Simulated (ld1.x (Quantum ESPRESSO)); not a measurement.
## Reading a pseudo-wave (cerium (Ce))

Columns: radius, all-electron u(r) and pseudo u(r) of the 5p shell (level -23.30 eV) of cerium in the configuration [Kr] 4d10 4f1 5s2 5p6 5d1 6s2 6p0; LDA (PZ), scalar-relativistic, TM scheme, ld1.x (Quantum ESPRESSO) 7.5.

```tsv
r (bohr)	all-electron	pseudo
0.158	-0.2403	-0.0118
0.315	-0.0095	-0.0479
0.473	0.4278	-0.1119
0.630	0.3734	-0.2071
0.788	0.0440	-0.3367
0.945	-0.3147	-0.4917
1.102	-0.5952	-0.6514
1.260	-0.7737	-0.7837
1.418	-0.8597	-0.8603
1.575	-0.8762	-0.8762
1.732	-0.8462	-0.8462
1.890	-0.7874	-0.7874
2.047	-0.7141	-0.7141
2.205	-0.6348	-0.6348
2.362	-0.5566	-0.5566
2.520	-0.4821	-0.4821
2.678	-0.4139	-0.4139
2.835	-0.3533	-0.3533
2.992	-0.2998	-0.2998
3.150	-0.2530	-0.2530
3.308	-0.2127	-0.2127
3.465	-0.1785	-0.1785
3.622	-0.1493	-0.1493
3.780	-0.1245	-0.1245
3.938	-0.1037	-0.1037
4.095	-0.0862	-0.0862
```

Task: How many radial nodes do the two functions have?

Result: The all-electron 5p function has n − l − 1 = 3 (the table is too coarse to show those close to the nucleus); the pseudo-wave has 0, since the states of the same l below it are removed with the core.

Task: At about which radius was the pseudo-wave matched?

Result: 1.65 bohr, where the columns begin to agree (steps of 0.16 bohr).

Task: Is the pseudo-wave norm-conserving?

Result: Yes: the TM scheme keeps the norm inside the radius equal to the all-electron one, which fixes the energy derivative of the logarithmic derivative at the level.
